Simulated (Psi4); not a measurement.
C3H10Si (SMILES C[SiH](C)C), singlet, at a GFN2-xTB geometry. Base run: CCSD(T)/3-21G (Psi4).

Here is a job for Psi4.
```
memory 2 GB

molecule mol {
0 1
Si    0.042276    0.174106    0.357680
C    -0.946773    1.323303   -0.793067
C     1.759986   -0.153379   -0.394195
C    -0.887149   -1.474418    0.561715
H     0.198179    0.816165    1.676717
H    -1.082073    0.882450   -1.776987
H    -1.933493    1.531068   -0.390131
H    -0.442258    2.275261   -0.928633
H     2.350852   -0.806272    0.241215
H     1.684992   -0.627132   -1.369230
H     2.317264    0.769795   -0.521987
H    -1.021120   -1.977604   -0.392021
H    -1.872706   -1.321189    0.991059
H    -0.347882   -2.153061    1.215759
}

set {
  basis 3-21g
  reference rhf
}

energy('ccsd(t)')
print_variables()
```

Variants of this job, named by their change:

```
change                          ΔE vs base (kcal/mol)  MP2 correlation (Eh)  CC correlation without the perturbative part (Eh)  basis functions  core-seconds (rough)
------------------------------  ---------------------  --------------------  -------------------------------------------------  ---------------  --------------------
base                                            0.000              -0.34049                                           -0.39353               60                    30
scf_type = pk; mp2_type = conv                  0.000              -0.34049                                           -0.39353               60                    30
method = scs-mp2                                31.77              -0.34049                                                  -               60                     5
method = ccsd                                    5.42              -0.34049                                           -0.39353               60                    20
freeze_core = on                                 6.81              -0.32921                                           -0.38296               60                    10
method = omp2                                   37.19              -0.34036                                                  -               60                     7
method = mp3                                    15.23              -0.34036                                                  -               60                     5
method = dlpno-mp2                              38.89              -0.34023                                                  -               60                     6
cc_type = df                                    0.045              -0.34036                                           -0.39350               60                    20
method = qcisd(t)                              -0.137              -0.34049                                                  -               60                    20
```
